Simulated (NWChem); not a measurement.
System: Ca cation, doublet

The following NWChem deck was run.

```
start job
memory heap 200 mb stack 900 mb global 1100 mb
charge 1
geometry units angstroms noautoz
  Ca     0.000000     0.000000     0.000000
end
basis spherical
  Ca library def2-tzvp
end
dft
  odft
  mult 2
  xc b3lyp
  iterations 150
  mulliken
end
task dft energy
```

Excerpt of the output:

```
             Northwest Computational Chemistry Package (NWChem) 7.3.0
             --------------------------------------------------------

                             Geometry "geometry" -> ""
                             -------------------------

 Output coordinates in angstroms (scale by  1.889725989 to convert to a.u.)

  No.       Tag          Charge          X              Y              Z
 ---- ---------------- ---------- -------------- -------------- --------------
    1 Ca                  20.0000     0.00000000     0.00000000     0.00000000

 Effective nuclear repulsion energy (a.u.)       0.0000000000

                                 NWChem DFT Module
                                 -----------------

 Summary of "ao basis" -> "ao basis" (spherical)
 ------------------------------------------------------------------------------
       Tag                 Description            Shells   Functions and Types
 ---------------- ------------------------------  ------  ---------------------
 Ca                        def2-tzvp                14       36   6s5p3d

            General Information
            -------------------
          SCF calculation type: DFT
          Wavefunction type:  spin polarized.
          No. of atoms     :     1
          No. of electrons :    19
           Alpha electrons :    10
            Beta electrons :     9
          Charge           :     1
          Spin multiplicity:     2
          Use of symmetry is: off; symmetry adaption is: off
          Maximum number of iterations: 150
          AO basis - number of functions:    36
                     number of shells:    14
          Convergence on energy requested:  1.00D-06
          Convergence on density requested:  1.00D-05
          Convergence on gradient requested:  5.00D-04

              XC Information
              --------------
                         B3LYP Method XC Potential
                     Hartree-Fock (Exact) Exchange  0.200
                        Slater Exchange Functional  0.800 local
                    Becke 1988 Exchange Functional  0.720 non-local
              Lee-Yang-Parr Correlation Functional  0.810
                  VWN I RPA Correlation Functional  0.190 local

             Grid Information
             ----------------
          Grid used for XC integration:  medium
          Radial quadrature: Mura-Knowles
          Angular quadrature: Lebedev.
          Tag              B.-S. Rad. Rad. Pts. Rad. Cut. Ang. Pts.
          ---              ---------- --------- --------- ---------
          Ca                  1.80      112          10.0       590
          Grid pruning is: on
          Number of quadrature shells:   112
          Spatial weights used:  Erf1

      Superposition of Atomic Density Guess
      -------------------------------------

 Sum of atomic energies:        -676.74580109

 Renormalizing density from      20.00 to     19

      Non-variational initial energy
      ------------------------------

 Total energy =    -654.768417
 1-e energy   =    -880.106634
 2-e energy   =     225.338217
 HOMO         =      -0.484580
 LUMO         =      -0.385786

     ---------------------------------------------
      Total Density - Mulliken Population Analysis
     ---------------------------------------------

    Atom       Charge   Shell Charges
 -----------   ------   -------------------------------------------------------
    1 Ca  20    19.00   2.00  2.00  1.43  0.56  0.92  0.09  6.01  5.32  0.64  0.03 -0.00  0.00  0.00  0.00

     --------------------------------------------
      Spin Density - Mulliken Population Analysis
     --------------------------------------------

    Atom       Charge   Shell Charges
 -----------   ------   -------------------------------------------------------
    1 Ca  20     1.00   0.00  0.00  0.03 -0.03  0.91  0.09  0.00  0.00  0.00  0.00  0.00  0.00  0.00  0.00

   convergence    iter        energy       DeltaE   RMS-Dens  Diis-err
 ---------------- ----- ----------------- --------- --------- ---------
 d= 0,ls=0.0,diis     1   -677.2031273106 -6.77D+02  2.60D-02  5.82D-01
                                                     2.06D-02  5.98D-01
 d= 0,ls=0.0,diis     2   -677.3183302282 -1.15D-01  9.25D-03  1.00D-01
                                                     6.40D-03  9.86D-02
 d= 0,ls=0.0,diis     3   -677.3501842731 -3.19D-02  6.54D-04  4.34D-04
                                                     4.15D-04  4.13D-04
 d= 0,ls=0.0,diis     4   -677.3503397228 -1.55D-04  2.27D-05  1.49D-08
                                                     2.27D-06  9.55D-09
 d= 0,ls=0.0,diis     5   -677.3503397333 -1.05D-08  2.38D-06  3.29D-11
                                                     2.07D-07  5.94D-11

         Total DFT energy =     -677.350339733335
      One electron energy =     -921.807426457237
           Coulomb energy =      280.350724230456
    Exchange-Corr. energy =      -35.893637506555
 Nuclear repulsion energy =        0.000000000000

 Numeric. integr. density =       19.000000000022

                    DFT Final Alpha Molecular Orbital Analysis
                    ------------------------------------------

 Vector    8  Occ=1.000000D+00  E=-1.353642D+00
              MO Center= -8.3D-17, -6.2D-16, -6.7D-15, r^2= 5.3D-01
   Bfn.  Coefficient  Atom+Function         Bfn.  Coefficient  Atom+Function
  ----- ------------  ---------------      ----- ------------  ---------------
    11      0.793763  1 Ca py                 8     -0.318158  1 Ca py
    10      0.317402  1 Ca px                14      0.242318  1 Ca py
     7     -0.127222  1 Ca px                13      0.096896  1 Ca px
    12      0.027900  1 Ca pz

 Vector    9  Occ=1.000000D+00  E=-1.353642D+00
              MO Center= -6.6D-16,  1.1D-15, -6.0D-15, r^2= 5.3D-01
   Bfn.  Coefficient  Atom+Function         Bfn.  Coefficient  Atom+Function
  ----- ------------  ---------------      ----- ------------  ---------------
    10      0.794084  1 Ca px                 7     -0.318287  1 Ca px
    11     -0.317758  1 Ca py                13      0.242416  1 Ca px
     8      0.127364  1 Ca py                14     -0.097004  1 Ca py

 Vector   10  Occ=1.000000D+00  E=-3.628699D-01
              MO Center=  1.5D-14,  4.2D-15, -6.7D-14, r^2= 4.1D+00
   Bfn.  Coefficient  Atom+Function         Bfn.  Coefficient  Atom+Function
  ----- ------------  ---------------      ----- ------------  ---------------
     5      1.109851  1 Ca s                  4     -0.340875  1 Ca s
     3     -0.303392  1 Ca s                  2      0.109574  1 Ca s
     6      0.072470  1 Ca s                  1     -0.034058  1 Ca s

 Vector   11  Occ=0.000000D+00  E=-2.581897D-01
              MO Center=  1.8D-14,  4.2D-15, -2.5D-14, r^2= 2.0D+00
   Bfn.  Coefficient  Atom+Function         Bfn.  Coefficient  Atom+Function
  ----- ------------  ---------------      ----- ------------  ---------------
    29      0.435731  1 Ca d  0              24      0.332856  1 Ca d  0
    31     -0.311047  1 Ca d  2              34      0.280205  1 Ca d  0
    26     -0.237609  1 Ca d  2              36     -0.200024  1 Ca d  2
    27     -0.148380  1 Ca d -2              22     -0.113347  1 Ca d -2
    32     -0.095418  1 Ca d -2              30      0.063042  1 Ca d  1

 Vector   12  Occ=0.000000D+00  E=-2.581897D-01
              MO Center= -3.7D-15, -7.3D-15, -1.5D-14, r^2= 2.0D+00
   Bfn.  Coefficient  Atom+Function         Bfn.  Coefficient  Atom+Function
  ----- ------------  ---------------      ----- ------------  ---------------
    31      0.355262  1 Ca d  2              29      0.350928  1 Ca d  0
    26      0.271385  1 Ca d  2              24      0.268075  1 Ca d  0
    36      0.228458  1 Ca d  2              34      0.225671  1 Ca d  0
    27      0.200522  1 Ca d -2              22      0.153179  1 Ca d -2
    32      0.128949  1 Ca d -2              28      0.121760  1 Ca d -1

 Vector   13  Occ=0.000000D+00  E=-2.581897D-01
              MO Center=  1.4D-14, -6.4D-15, -1.2D-14, r^2= 2.0D+00
   Bfn.  Coefficient  Atom+Function         Bfn.  Coefficient  Atom+Function
  ----- ------------  ---------------      ----- ------------  ---------------
    27      0.392758  1 Ca d -2              31     -0.302800  1 Ca d  2
    22      0.300028  1 Ca d -2              32      0.252570  1 Ca d -2
    26     -0.231310  1 Ca d  2              28      0.212785  1 Ca d -1
    36     -0.194721  1 Ca d  2              23      0.162547  1 Ca d -1
    30     -0.150344  1 Ca d  1              33      0.136836  1 Ca d -1

                     DFT Final Beta Molecular Orbital Analysis
                     -----------------------------------------

 Vector    7  Occ=1.000000D+00  E=-1.349829D+00
              MO Center=  9.1D-15, -4.1D-15, -6.7D-16, r^2= 5.3D-01
   Bfn.  Coefficient  Atom+Function         Bfn.  Coefficient  Atom+Function
  ----- ------------  ---------------      ----- ------------  ---------------
    10      0.768719  1 Ca px                11      0.358374  1 Ca py
     7     -0.307971  1 Ca px                13      0.234082  1 Ca px
     8     -0.143575  1 Ca py                12      0.120789  1 Ca pz
    14      0.109128  1 Ca py                 9     -0.048391  1 Ca pz
    15      0.036781  1 Ca pz

 Vector    8  Occ=1.000000D+00  E=-1.349829D+00
              MO Center= -2.7D-15,  3.3D-15,  1.0D-14, r^2= 5.3D-01
   Bfn.  Coefficient  Atom+Function         Bfn.  Coefficient  Atom+Function
  ----- ------------  ---------------      ----- ------------  ---------------
    12      0.807818  1 Ca pz                 9     -0.323635  1 Ca pz
    15      0.245988  1 Ca pz                10     -0.214572  1 Ca px
    11      0.187990  1 Ca py                 7      0.085964  1 Ca px
     8     -0.075314  1 Ca py                13     -0.065339  1 Ca px
    14      0.057245  1 Ca py

 Vector    9  Occ=1.000000D+00  E=-1.349829D+00
              MO Center=  2.1D-15, -2.9D-15, -5.9D-15, r^2= 5.3D-01
   Bfn.  Coefficient  Atom+Function         Bfn.  Coefficient  Atom+Function
  ----- ------------  ---------------      ----- ------------  ---------------
    11      0.755102  1 Ca py                10     -0.311417  1 Ca px
     8     -0.302515  1 Ca py                12     -0.258441  1 Ca pz
    14      0.229935  1 Ca py                 7      0.124763  1 Ca px
     9      0.103539  1 Ca pz                13     -0.094829  1 Ca px
    15     -0.078697  1 Ca pz

 Vector   10  Occ=0.000000D+00  E=-2.979626D-01
              MO Center=  3.6D-14,  8.1D-15, -1.3D-13, r^2= 4.2D+00
   Bfn.  Coefficient  Atom+Function         Bfn.  Coefficient  Atom+Function
  ----- ------------  ---------------      ----- ------------  ---------------
     5      1.051577  1 Ca s                  4     -0.327552  1 Ca s
     3     -0.302408  1 Ca s                  6      0.129041  1 Ca s
     2      0.107541  1 Ca s                  1     -0.033733  1 Ca s

 Vector   11  Occ=0.000000D+00  E=-2.488550D-01
              MO Center=  1.5D-14, -7.1D-16, -2.6D-14, r^2= 1.8D+00
   Bfn.  Coefficient  Atom+Function         Bfn.  Coefficient  Atom+Function
  ----- ------------  ---------------      ----- ------------  ---------------
    29      0.540778  1 Ca d  0              24      0.416080  1 Ca d  0
    34      0.313720  1 Ca d  0              31     -0.182150  1 Ca d  2
    26     -0.140148  1 Ca d  2              36     -0.105670  1 Ca d  2
    28      0.039677  1 Ca d -1              23      0.030528  1 Ca d -1

 Vector   12  Occ=0.000000D+00  E=-2.488550D-01
              MO Center= -1.2D-14,  5.9D-15, -6.3D-15, r^2= 1.8D+00
   Bfn.  Coefficient  Atom+Function         Bfn.  Coefficient  Atom+Function
  ----- ------------  ---------------      ----- ------------  ---------------
    31      0.480949  1 Ca d  2              26      0.370047  1 Ca d  2
    36      0.279012  1 Ca d  2              27      0.170741  1 Ca d -2
    28      0.166341  1 Ca d -1              29      0.154599  1 Ca d  0
    22      0.131370  1 Ca d -2              23      0.127984  1 Ca d -1
    30     -0.123794  1 Ca d  1              24      0.118950  1 Ca d  0

     ---------------------------------------------
      Total Density - Mulliken Population Analysis
     ---------------------------------------------

    Atom       Charge   Shell Charges
 -----------   ------   -------------------------------------------------------
    1 Ca  20    19.00   2.00  2.00  1.20  0.77  0.97  0.06  5.98  4.74  1.25  0.02 -0.00  0.00  0.00  0.00

     --------------------------------------------
      Spin Density - Mulliken Population Analysis
     --------------------------------------------

    Atom       Charge   Shell Charges
 -----------   ------   -------------------------------------------------------
    1 Ca  20     1.00   0.00  0.00  0.04 -0.05  0.95  0.06 -0.00 -0.00  0.00  0.00 -0.00 -0.00 -0.00  0.00

     -------------------------------------------
      Total Density - Lowdin Population Analysis
     -------------------------------------------

    Atom       Charge   Shell Charges
 -----------   ------   -------------------------------------------------------
    1 Ca  20    19.00   2.00  2.00  1.12  0.84  0.72  0.32  5.94  4.22  1.72  0.11  0.01  0.00  0.00  0.00

     ------------------------------------------
      Spin Density - Lowdin Population Analysis
     ------------------------------------------

    Atom       Charge   Shell Charges
 -----------   ------   -------------------------------------------------------
    1 Ca  20     1.00   0.00  0.00  0.07  0.00  0.61  0.31 -0.00 -0.00  0.00  0.00  0.00 -0.00 -0.00 -0.00

   alpha - beta orbital overlaps
   -----------------------------

   alpha      1      2      3      4      5      6      7      8      9     10
    beta      1      2      4      5      3      6      8      7      7     10
 overlap   1.000  1.000  0.852  0.788  0.646  1.000  0.941  0.726  0.679  1.000

   alpha     11     12     13     14     15     16     17     18     19     20
    beta     11     12     13     15     14     16     17     18     19     20
 overlap   0.909  0.910  0.917  0.820  0.872  0.897  0.943  0.850  1.000  0.959

   alpha     21     22     23     24     25     26     27     28     29     30
    beta     21     22     23     24     25     27     26     30     28     29
 overlap   0.853  0.833  0.934  0.941  0.976  0.724  0.708  0.990  0.878  0.870

   alpha     31     32     33     34     35     36
    beta     31     36     34     33     35     35
 overlap   1.000  0.817  0.744  0.986  0.652  0.667

     --------------------------
     Expectation value of S2:
     --------------------------
      <S2> =      0.7500 (Exact =     0.7500)
```

Level: B3LYP/def2-TZVP, spin-unrestricted. No stability test was run on the SCF state.
